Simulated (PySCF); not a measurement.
A structure optimised at r2SCAN-D4/def2-SVP, used in a PySCF frequency run:

```xyz
8

B      0.0314     0.9748     0.0000
F      0.7308     2.0960     0.0000
F     -1.2964     1.0707     0.0000
O      0.6480    -0.2192     0.0000
Si     0.0144    -1.7817     0.0000
H     -0.8136    -1.9855     1.2211
H     -0.8136    -1.9855    -1.2211
H      1.1755    -2.7063     0.0000
```
Charge 0, spin multiplicity 1.

Write its SMILES, formula and point group.

FB(F)O[SiH3], BF2H3OSi, Cs

What are its rotational constants (standard atomic weights)?

9.2656, 2.2699, 1.8637 GHz
